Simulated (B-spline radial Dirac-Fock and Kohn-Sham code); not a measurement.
**K-shell conversion coefficients of Fe against transition energy**

Method: a Dirac-Hartree-Slater potential of the neutral atom with a Latter tail (no hole, which puts coefficients of high multipoles low close above an edge), finite nucleus with surface currents. Computed with a B-spline atomic structure program. Subshells within 1 keV of threshold and pair formation are left out.

```tsv
energy (keV)	E1	E2	E4	M1	M2	M5
16.8	7.75	257	166000	4.93	264	8.77e+06
18.3	6.09	198	126000	3.83	189	5.91e+06
19.3	5.24	167	104000	3.27	153	4.56e+06
20	4.73	150	91500	2.95	134	3.82e+06
23.9	2.83	83.4	45300	1.75	66.9	1.51e+06
33.2	1.08	26.8	10500	0.675	19.0	237000
50	0.319	6.06	1410	0.211	4.06	20900
55.1	0.238	4.22	861	0.161	2.83	11600
74.7	0.0942	1.34	177	0.0697	0.933	1850
100	0.0386	0.441	37.7	0.0318	0.330	321
113	0.0265	0.276	19.6	0.0230	0.216	155
117	0.0238	0.241	16.3	0.0210	0.191	127
119	0.0226	0.226	14.9	0.0201	0.180	114
120	0.0221	0.219	14.3	0.0197	0.175	109
158	0.00953	0.0764	3.30	0.00966	0.0687	21.9
192	0.00529	0.0365	1.18	0.00591	0.0361	7.25
193	0.00520	0.0358	1.15	0.00583	0.0355	7.04
200	0.00468	0.0313	0.952	0.00534	0.0316	5.77
217	0.00367	0.0230	0.623	0.00436	0.0242	3.67
218	0.00362	0.0226	0.608	0.00431	0.0239	3.57
303	0.00139	0.00676	0.114	0.00194	0.00850	0.608
369	0.000800	0.00338	0.0437	0.00122	0.00470	0.222
423	0.000554	0.00212	0.0230	0.000893	0.00315	0.113
476	0.000408	0.00144	0.0135	0.000684	0.00225	0.0640
500	0.000360	0.00123	0.0108	0.000613	0.00195	0.0508
1000	7.71e-05	0.000177	0.000749	0.000142	0.000318	0.00270
1930	2.53e-05	4.43e-05	0.000115	4.17e-05	7.26e-05	0.000293
2000	2.40e-05	4.15e-05	0.000106	3.92e-05	6.74e-05	0.000263
2020	2.37e-05	4.08e-05	0.000103	3.85e-05	6.61e-05	0.000256
```

Q: How fast do they fall between 1930 and 2020 keV?

A: As powers of the energy: E1 E^-1.48, E2 E^-1.84, E4 E^-2.43, M1 E^-1.73, M2 E^-2.06, M5 E^-2.96. Within one type (E or M) the higher multipoles fall faster.
